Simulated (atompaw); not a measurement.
**thulium (Tm) PAW (atompaw): all-electron and pseudo phase curves**

Tm (Z = 69), PAW, made with atompaw 4.2.0.5 (PBE, scalar-relativistic). Core [Kr] 4d10, reference 4f13 5s2 5p6 5d0 6s1.75 6p0.25. Waves: 5s (bound); 6s (bound); 5p (bound); 6p (bound); 5d (bound, empty); 5d channel at 2.7 Ry; 4f (bound); 4f channel at 0.6 Ry. Local part: bessel scheme, radius 2.05 bohr. Core correction: smooth core density matched at 1.45 bohr. Augmentation charge: sinc compensation charge, radius 2.25 bohr; PAW radius 2.75 bohr; waves and projectors: bloechl.

The phase is arctan(r·u′/u) with u = r·R(r), unwrapped; energies in Ry, scanned from -6 to 5 Ry. A pole is an energy at which the radial function vanishes at the test radius. The pseudo phase is shifted by a multiple of π to meet the all-electron one at the reference energy, and phase errors are pseudo minus all-electron; the curves can meet again beyond the range given. Levels narrower than the energy grid can be missing from the lists of poles.

Question: For each channel, where are the poles, and over which energies does the pseudopotential scatter like the atom?

Answer:

```
channel  radius (bohr)  reference energy (Ry)  poles, all-electron  poles, pseudo  unbroken range about the reference energy with phases within 0.05 rad  phase error 1 Ry above the reference energy (rad)
      s           2.76                  -0.30          -3.91, 2.72    -3.91, 2.62                                                              below 4.4                                             -0.003
      p           2.76                  -0.10          -1.84, 4.25    -1.84, 4.23                                                        the whole range                                             -0.000
      d           2.76                  -0.08                 0.87           0.87                                                        the whole range                                             +0.000
      f           2.76                  -0.26          -0.22, 3.98    -0.22, 4.56                                                              below 1.7                                             +0.000
```

Phases in the f channel:

```json
{"E (Ry)": "-6.00", "all-electron": "1.432", "pseudo": "1.432"}
{"E (Ry)": "-5.52", "all-electron": "1.427", "pseudo": "1.427"}
{"E (Ry)": "-5.04", "all-electron": "1.421", "pseudo": "1.421"}
{"E (Ry)": "-4.56", "all-electron": "1.415", "pseudo": "1.415"}
{"E (Ry)": "-4.08", "all-electron": "1.407", "pseudo": "1.408"}
{"E (Ry)": "-3.60", "all-electron": "1.399", "pseudo": "1.399"}
{"E (Ry)": "-3.12", "all-electron": "1.388", "pseudo": "1.389"}
{"E (Ry)": "-2.64", "all-electron": "1.376", "pseudo": "1.377"}
{"E (Ry)": "-2.16", "all-electron": "1.361", "pseudo": "1.362"}
{"E (Ry)": "-1.68", "all-electron": "1.342", "pseudo": "1.343"}
{"E (Ry)": "-1.20", "all-electron": "1.316", "pseudo": "1.317"}
{"E (Ry)": "-0.72", "all-electron": "1.271", "pseudo": "1.272"}
{"E (Ry)": "-0.24", "all-electron": "-1.472", "pseudo": "-1.472"}
{"E (Ry)": "0.24", "all-electron": "-1.909", "pseudo": "-1.909"}
{"E (Ry)": "0.72", "all-electron": "-2.029", "pseudo": "-2.029"}
{"E (Ry)": "1.20", "all-electron": "-2.264", "pseudo": "-2.261"}
{"E (Ry)": "1.68", "all-electron": "-2.933", "pseudo": "-2.894"}
{"E (Ry)": "2.16", "all-electron": "-3.978", "pseudo": "-3.909"}
{"E (Ry)": "2.64", "all-electron": "-4.401", "pseudo": "-4.350"}
{"E (Ry)": "3.12", "all-electron": "-4.568", "pseudo": "-4.524"}
{"E (Ry)": "3.60", "all-electron": "-4.660", "pseudo": "-4.614"}
{"E (Ry)": "4.08", "all-electron": "-4.724", "pseudo": "-4.671"}
{"E (Ry)": "4.56", "all-electron": "-4.779", "pseudo": "-4.712"}
```
